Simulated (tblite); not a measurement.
A geometry optimisation, step by step.

Compound: C6H8GaNS.
Atom-mapped SMILES: `[CH:1]#[C:2][Ga@H-:3]([N+:4]#[C:5][CH3:6])[C:7]([CH3:8])=[S:9]` (hydrogens: H10 on C1; H11 on Ga3; H12, H13, H14 on C6; H15, H16, H17 on C8)
Bond orders are those of one Lewis drawing.

Computed with GFN2-xTB (tblite), gas phase: L-BFGS steps from a force-field or distance-geometry start until the largest atomic force falls under 0.01 eV/Å. 11 of its 217 geometries are shown.

Step 0: E = -655.3377 eV, largest atomic force 13.838 eV/Å
```
atom  x, y, z in Å  |  force x, y, z in eV/Å
C1     -0.756    3.112   -1.189    0.011   0.012   0.028
C2     -0.643    2.104   -0.529    0.434   0.002   0.045
Ga3    -0.402    0.489    0.567   -1.532   1.394   0.865
N4      1.341   -0.124    0.483    2.064  -0.646  -0.014
C5      2.441   -0.514    0.469   -0.045   0.268  -0.249
C6      3.824   -0.966    0.424   -0.814  -0.168   0.729
C7     -1.680   -0.875   -0.080   -3.751   9.948   5.553
C8     -3.146   -0.685    0.151   -1.217   0.524   0.948
S9     -1.249   -2.071   -0.756    4.279 -11.433  -6.517
H10    -0.874    4.005   -1.749   -0.035  -0.179   0.065
H11    -0.760    0.756    2.113    0.491  -0.029  -0.426
H12     3.821   -2.048    0.183    0.084   0.552  -0.093
H13     4.425   -0.386   -0.296   -0.386  -0.265   0.304
H14     4.245   -0.870    1.455   -0.214   0.077  -0.748
H15    -3.674   -0.392   -0.782    0.358  -0.268   0.523
H16    -3.580   -1.630    0.554    0.114   0.509  -0.484
H17    -3.341    0.106    0.921    0.157  -0.298  -0.527
```

Step 22: E = -656.8427 eV, largest atomic force 0.119 eV/Å
```
atom  x, y, z in Å  |  force x, y, z in eV/Å
C1     -0.711    3.147   -1.179   -0.029   0.056  -0.058
C2     -0.481    2.194   -0.471   -0.004  -0.072  -0.012
Ga3    -0.536    0.594    0.629   -0.017   0.020   0.116
N4      1.340   -0.097    0.469    0.026  -0.034  -0.028
C5      2.416   -0.496    0.457    0.041   0.003  -0.033
C6      3.757   -0.972    0.439   -0.038   0.003   0.001
C7     -1.707   -0.904   -0.053    0.063   0.061   0.037
C8     -3.174   -0.731    0.175    0.012  -0.032  -0.042
S9     -1.155   -2.237   -0.828    0.024   0.039   0.055
H10    -0.874    3.988   -1.794    0.040   0.038  -0.010
H11    -0.537    0.835    2.159   -0.003  -0.024  -0.007
H12     3.765   -2.027    0.158    0.000   0.066   0.016
H13     4.337   -0.396   -0.286   -0.046  -0.052   0.055
H14     4.196   -0.855    1.433   -0.022  -0.019  -0.074
H15    -3.636   -0.428   -0.768   -0.031   0.045  -0.041
H16    -3.652   -1.660    0.485   -0.016  -0.059   0.018
H17    -3.356    0.058    0.914    0.001  -0.040   0.006
```

Step 43: E = -656.9017 eV, largest atomic force 0.107 eV/Å
```
atom  x, y, z in Å  |  force x, y, z in eV/Å
C1     -0.606    3.199   -1.213   -0.010   0.027  -0.019
C2     -0.544    2.277   -0.435    0.033   0.001   0.001
Ga3    -0.553    0.732    0.744   -0.030  -0.019   0.078
N4      1.244   -0.074    0.351   -0.001   0.038   0.009
C5      2.315   -0.485    0.362   -0.008   0.016   0.030
C6      3.639   -0.997    0.381    0.023  -0.007  -0.003
C7     -1.702   -0.805    0.137    0.016   0.065   0.023
C8     -3.190   -0.850    0.149    0.001  -0.006   0.001
S9     -0.855   -2.069   -0.481   -0.044  -0.098   0.002
H10    -0.648    4.015   -1.880   -0.001   0.034  -0.024
H11    -0.339    0.961    2.264   -0.017   0.009  -0.040
H12     3.631   -2.051    0.108   -0.019  -0.036  -0.023
H13     4.253   -0.442   -0.327    0.035   0.010  -0.033
H14     4.050   -0.886    1.384    0.030  -0.002   0.030
H15    -3.535   -0.398   -0.786   -0.036   0.003   0.027
H16    -3.581   -1.867    0.206    0.021  -0.035  -0.057
H17    -3.585   -0.248    0.973    0.006   0.001  -0.002
```

Step 65: E = -656.9292 eV, largest atomic force 0.059 eV/Å
```
atom  x, y, z in Å  |  force x, y, z in eV/Å
C1     -0.555    3.255   -1.249    0.032  -0.019   0.012
C2     -0.527    2.313   -0.490   -0.026   0.006  -0.006
Ga3    -0.591    0.792    0.730   -0.013   0.024  -0.002
N4      1.292    0.094    0.449    0.012  -0.010  -0.010
C5      2.330   -0.392    0.402    0.001  -0.027   0.018
C6      3.605   -1.020    0.338   -0.002  -0.003  -0.014
C7     -1.708   -0.802    0.196    0.028   0.024   0.016
C8     -3.189   -0.917    0.105    0.027   0.001  -0.007
S9     -0.785   -2.131   -0.094    0.008  -0.057  -0.014
H10    -0.546    4.082   -1.905   -0.022  -0.005  -0.002
H11    -0.423    1.053    2.244   -0.019   0.015   0.017
H12     3.469   -2.060    0.037   -0.007   0.006   0.005
H13     4.233   -0.511   -0.393   -0.013   0.009  -0.001
H14     4.087   -0.987    1.316   -0.037   0.011  -0.014
H15    -3.550   -0.253   -0.686    0.023   0.023  -0.001
H16    -3.512   -1.939   -0.102    0.002   0.013   0.005
H17    -3.636   -0.564    1.040    0.005  -0.009  -0.001
```

Step 86: E = -656.9441 eV, largest atomic force 0.053 eV/Å
```
atom  x, y, z in Å  |  force x, y, z in eV/Å
C1     -0.562    3.242   -1.262    0.001  -0.001  -0.007
C2     -0.589    2.300   -0.505    0.008  -0.005  -0.004
Ga3    -0.617    0.813    0.756   -0.007   0.006   0.008
N4      1.275    0.167    0.550    0.001   0.036   0.005
C5      2.279   -0.375    0.431    0.006   0.038   0.036
C6      3.529   -1.036    0.304   -0.022  -0.018  -0.015
C7     -1.597   -0.879    0.227    0.000   0.000   0.020
C8     -3.079   -0.909    0.079    0.000   0.008   0.001
S9     -0.740   -2.265    0.036   -0.003   0.029  -0.017
H10    -0.531    4.066   -1.921   -0.019  -0.009  -0.005
H11    -0.542    1.179    2.254   -0.007  -0.016   0.007
H12     3.346   -2.064   -0.007    0.025  -0.045   0.001
H13     4.141   -0.532   -0.445   -0.004   0.003   0.003
H14     4.045   -1.029    1.265   -0.005  -0.012  -0.021
H15    -3.392   -0.111   -0.604    0.017  -0.020  -0.004
H16    -3.449   -1.874   -0.272    0.015   0.008  -0.003
H17    -3.526   -0.681    1.053   -0.004   0.000  -0.006
```

Step 108: E = -657.0196 eV, largest atomic force 0.299 eV/Å
```
atom  x, y, z in Å  |  force x, y, z in eV/Å
C1     -0.718    2.998   -1.332   -0.006   0.150  -0.004
C2     -0.690    2.275   -0.363    0.009   0.048  -0.034
Ga3    -0.551    0.999    1.107   -0.023   0.075  -0.016
N4      1.411    0.588    1.033    0.058  -0.138  -0.042
C5      2.096   -0.250    0.627   -0.249   0.112   0.123
C6      3.070   -1.179    0.176    0.062   0.068  -0.007
C7     -1.225   -0.808    0.409    0.041   0.131   0.005
C8     -2.641   -0.883   -0.038   -0.027   0.072   0.005
S9     -0.217   -2.052    0.091    0.120  -0.058   0.005
H10    -0.747    3.687   -2.136   -0.017  -0.131   0.055
H11    -0.722    1.496    2.558   -0.024  -0.055  -0.058
H12     2.573   -2.101   -0.106    0.026  -0.089  -0.121
H13     3.607   -0.750   -0.669   -0.030  -0.061  -0.073
H14     3.774   -1.380    0.978    0.107  -0.040   0.137
H15    -2.885    0.050   -0.563   -0.014  -0.070  -0.028
H16    -2.844   -1.748   -0.665    0.007  -0.056  -0.120
H17    -3.297   -0.930    0.831   -0.039   0.041   0.172
```

Step 130: E = -657.2413 eV, largest atomic force 0.117 eV/Å
```
atom  x, y, z in Å  |  force x, y, z in eV/Å
C1     -0.845    2.967   -1.303   -0.008   0.043  -0.097
C2     -0.719    2.392   -0.247    0.055  -0.058   0.085
Ga3    -0.403    1.120    1.195   -0.024  -0.005  -0.049
N4      1.411    0.471    1.103   -0.080  -0.078  -0.011
C5      1.734   -0.531    0.542    0.084   0.011   0.006
C6      2.949   -1.269    0.195   -0.014  -0.055  -0.054
C7     -1.069   -0.647    0.293    0.022   0.033   0.049
C8     -2.503   -0.843   -0.012    0.022  -0.055   0.033
S9      0.070   -1.667   -0.277   -0.005   0.037   0.036
H10    -0.966    3.502   -2.204   -0.018   0.052   0.026
H11    -0.849    1.376    2.638    0.004   0.030  -0.009
H12     2.724   -2.281   -0.127    0.001  -0.058   0.011
H13     3.450   -0.750   -0.622   -0.019   0.034  -0.007
H14     3.627   -1.298    1.048   -0.046   0.054   0.029
H15    -2.757   -0.080   -0.755   -0.051   0.023   0.001
H16    -2.760   -1.826   -0.406    0.051  -0.025  -0.016
H17    -3.100   -0.623    0.878    0.028   0.015  -0.035
```

Step 151: E = -657.2631 eV, largest atomic force 0.075 eV/Å
```
atom  x, y, z in Å  |  force x, y, z in eV/Å
C1     -0.801    3.112   -1.314    0.012   0.045  -0.031
C2     -0.603    2.425   -0.340   -0.027  -0.044   0.001
Ga3    -0.402    1.139    1.107    0.011  -0.014   0.039
N4      1.386    0.428    1.114    0.013   0.028   0.005
C5      1.719   -0.580    0.571   -0.046   0.029   0.012
C6      2.938   -1.295    0.205    0.046   0.016  -0.021
C7     -1.079   -0.668    0.296   -0.004   0.000  -0.020
C8     -2.507   -0.907   -0.002    0.018  -0.013   0.018
S9      0.056   -1.741   -0.179   -0.026   0.001  -0.008
H10    -0.955    3.743   -2.146    0.004   0.011   0.008
H11    -0.888    1.494    2.516   -0.006  -0.009   0.002
H12     2.747   -2.325   -0.079   -0.046  -0.057   0.014
H13     3.380   -0.773   -0.643    0.041  -0.015  -0.027
H14     3.644   -1.265    1.034   -0.006   0.028   0.019
H15    -2.842   -0.095   -0.656   -0.004  -0.023   0.004
H16    -2.712   -1.872   -0.467   -0.002   0.000  -0.028
H17    -3.087   -0.809    0.920    0.020   0.018   0.014
```

Step 173: E = -657.2780 eV, largest atomic force 0.101 eV/Å
```
atom  x, y, z in Å  |  force x, y, z in eV/Å
C1     -0.752    3.293   -1.283   -0.009   0.081  -0.048
C2     -0.633    2.454   -0.423   -0.001  -0.016   0.066
Ga3    -0.426    1.149    1.004   -0.036   0.001  -0.033
N4      1.378    0.483    0.998    0.042  -0.092  -0.005
C5      1.721   -0.552    0.515    0.003   0.005   0.029
C6      2.933   -1.324    0.247   -0.009  -0.026  -0.016
C7     -1.079   -0.688    0.234   -0.002   0.001   0.038
C8     -2.510   -0.992    0.023    0.005  -0.013  -0.010
S9      0.070   -1.748   -0.234    0.000   0.016   0.001
H10    -0.857    4.036   -2.026   -0.002  -0.016  -0.027
H11    -0.929    1.513    2.407    0.022  -0.040  -0.008
H12     2.726   -2.392    0.182    0.012   0.088   0.042
H13     3.345   -0.996   -0.709   -0.015  -0.012   0.022
H14     3.668   -1.129    1.030   -0.036   0.002  -0.047
H15    -2.954   -0.173   -0.551    0.012   0.010  -0.012
H16    -2.700   -1.944   -0.473    0.011   0.008  -0.010
H17    -3.009   -0.977    0.997    0.003   0.004   0.018
```

Step 194: E = -657.2943 eV, largest atomic force 0.152 eV/Å
```
atom  x, y, z in Å  |  force x, y, z in eV/Å
C1     -0.764    3.355   -1.255    0.014  -0.024   0.149
C2     -0.665    2.535   -0.370   -0.001   0.034  -0.128
Ga3    -0.432    1.153    0.975   -0.050  -0.013   0.049
N4      1.375    0.503    0.960    0.075  -0.057  -0.050
C5      1.724   -0.537    0.494    0.021  -0.007   0.062
C6      2.924   -1.337    0.271    0.048   0.001  -0.026
C7     -1.063   -0.686    0.197   -0.076   0.015   0.010
C8     -2.494   -1.004    0.001   -0.052   0.059  -0.055
S9      0.088   -1.743   -0.269    0.011  -0.003   0.003
H10    -0.855    4.110   -1.986   -0.015  -0.013  -0.049
H11    -0.914    1.414    2.406   -0.007   0.013   0.022
H12     2.754   -2.375    0.553   -0.014   0.019   0.004
H13     3.182   -1.311   -0.787   -0.051  -0.017  -0.028
H14     3.756   -0.929    0.843   -0.018   0.032   0.031
H15    -2.955   -0.180   -0.556    0.032  -0.001   0.001
H16    -2.679   -1.947   -0.516    0.008  -0.020   0.030
H17    -2.991   -1.009    0.978    0.075  -0.020  -0.027
```

Step 216: E = -657.3059 eV, largest atomic force 0.007 eV/Å
```
atom  x, y, z in Å  |  force x, y, z in eV/Å
C1     -0.801    3.330   -1.212   -0.003   0.003  -0.001
C2     -0.666    2.505   -0.340   -0.002   0.001  -0.002
Ga3    -0.425    1.140    1.024    0.000   0.001  -0.001
N4      1.389    0.489    0.997   -0.001   0.002   0.000
C5      1.734   -0.547    0.523    0.004  -0.003   0.000
C6      2.930   -1.340    0.262   -0.002  -0.005   0.005
C7     -1.057   -0.679    0.206    0.002   0.000  -0.001
C8     -2.483   -0.964   -0.058    0.003  -0.001   0.001
S9      0.092   -1.754   -0.228   -0.002  -0.001   0.003
H10    -0.923    4.059   -1.966   -0.001  -0.001   0.004
H11    -0.906    1.406    2.456    0.001   0.001   0.001
H12     2.856   -2.298    0.776   -0.001   0.001   0.001
H13     3.013   -1.536   -0.805    0.003   0.001  -0.005
H14     3.812   -0.802    0.608   -0.001   0.000  -0.001
H15    -2.902   -0.121   -0.616    0.001   0.000  -0.003
H16    -2.664   -1.898   -0.592    0.000   0.000   0.003
H17    -3.008   -0.980    0.902   -0.001   0.001  -0.002
```

Q: Summarise the path.

A: The energy falls by 45.39 kcal/mol from step 0 to step 216; nine tenths of that is first reached at step 119. It rises by more than 0.2 meV at steps 3, 58, 92 and 104. The largest force goes from 13.838 to 0.007 eV/Å. Among the bonds C7=S9 changes most, from 1.440 to 1.632 Å; the atoms move by 0.996 Å rms after alignment.

Q: Follow the three bonds and two angles with the largest change from start to end.

A: 
| step | E above end (kcal/mol) | largest force (eV/Å) | C7=S9 (Å) | Ga3–C7 (Å) | Ga3–N4 (Å) | Ga3–N4–C5 (°) | N4–C5–C6 (°) |
| --- | --- | --- | --- | --- | --- | --- | --- |
| 0 | 45.39 | 13.838 | 1.440 | 1.978 | 1.849 | 178.1 | 178.2 |
| 9 | 11.69 | 0.317 | 1.639 | 1.985 | 2.057 | 177.1 | 179.0 |
| 19 | 10.81 | 0.103 | 1.639 | 2.020 | 2.022 | 176.7 | 179.2 |
| 28 | 10.29 | 0.201 | 1.642 | 2.006 | 1.990 | 172.4 | 179.4 |
| 38 | 9.49 | 0.159 | 1.646 | 2.006 | 2.006 | 168.4 | 179.7 |
| 47 | 9.20 | 0.067 | 1.644 | 2.016 | 2.027 | 168.1 | 179.8 |
| 56 | 8.89 | 0.122 | 1.645 | 2.021 | 2.026 | 171.1 | 178.7 |
| 66 | 8.68 | 0.063 | 1.644 | 2.021 | 2.026 | 172.7 | 178.9 |
| 75 | 8.45 | 0.074 | 1.640 | 2.022 | 2.013 | 171.1 | 178.5 |
| 85 | 8.35 | 0.054 | 1.640 | 2.025 | 2.011 | 171.0 | 179.2 |
| 94 | 8.06 | 0.252 | 1.636 | 2.037 | 2.010 | 158.6 | 177.1 |
| 103 | 7.24 | 0.180 | 1.637 | 2.051 | 2.023 | 141.0 | 172.3 |
| 113 | 6.01 | 0.267 | 1.639 | 2.053 | 1.994 | 137.1 | 168.2 |
| 122 | 2.81 | 1.164 | 1.614 | 2.081 | 1.933 | 125.7 | 144.2 |
| 131 | 1.43 | 0.207 | 1.629 | 2.088 | 1.926 | 124.5 | 139.7 |
| 141 | 1.15 | 0.101 | 1.632 | 2.092 | 1.922 | 124.6 | 138.6 |
| 150 | 1.01 | 0.089 | 1.633 | 2.093 | 1.922 | 124.7 | 139.4 |
| 160 | 0.87 | 0.083 | 1.632 | 2.093 | 1.927 | 124.6 | 140.0 |
| 169 | 0.73 | 0.060 | 1.632 | 2.102 | 1.924 | 124.5 | 139.7 |
| 178 | 0.56 | 0.055 | 1.632 | 2.094 | 1.930 | 125.0 | 140.7 |
| 188 | 0.47 | 0.064 | 1.632 | 2.095 | 1.929 | 125.0 | 140.7 |
| 197 | 0.13 | 0.117 | 1.633 | 2.094 | 1.927 | 125.0 | 141.5 |
| 207 | 0.02 | 0.047 | 1.633 | 2.093 | 1.927 | 124.8 | 141.5 |
| 216 | 0.00 | 0.007 | 1.632 | 2.093 | 1.927 | 124.9 | 141.5 |

What follows is the cost of the whole relaxation. On one thread, Arm Neoverse N1 (aarch64), shared host with 64 logical CPUs at a one-minute load of 59, this took 3.4 s.
